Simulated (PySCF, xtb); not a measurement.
CH8O2Si2, SMILES C[Si](O)(O)[SiH3].

GFN2-xTB in xtb 6.7.1 at its own geometry gives an orbital gap of 4.56 eV and a dipole moment of 2.17 D.

Coordinates come from a PBE0-D3(BJ)/def2-SVP optimisation. This is a generated structure with no PubChem entry under its InChIKey; it may be hypothetical. The values are those of a single conformer.

Question: What does PBE/def2-TZVP (PySCF) give? (The exact figures need the calculation; the answer reports its results.)

Answer: gap 5.73 eV (levels -6.32 and -0.59 eV), dipole 2.63 D.
